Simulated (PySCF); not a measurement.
H3OSi, SMILES [SiH3][O], multiplicity 2.

Geometry optimised at B3LYP-D3(BJ)/def2-TZVP. The isomer is the one that the SMILES or the coordinates give; other isomers of the formula were not compared.

All values below come from PBE0/def2-TZVPD run with PySCF.

* **total energy**: -366.29738 hartree
* **point group**: Cs
* **α spin, highest occupied and lowest empty level**: -9.26 and -0.27 eV
* **β spin, highest occupied and lowest empty level**: -8.81 and -4.75 eV
* **dipole moment**: 1.70 D
* **quadrupole, principal values (traceless, Buckingham form, about the centre of nuclear charge)**: -2.35, 0.08, 2.27 D·Å
* **mean static polarisability**: 33.9 bohr³ (5.02 Å³)
* **polarisability, principal values**: 31.0, 33.8, 36.8 bohr³
* **⟨S²⟩**: 0.755 (pure state 0.75)
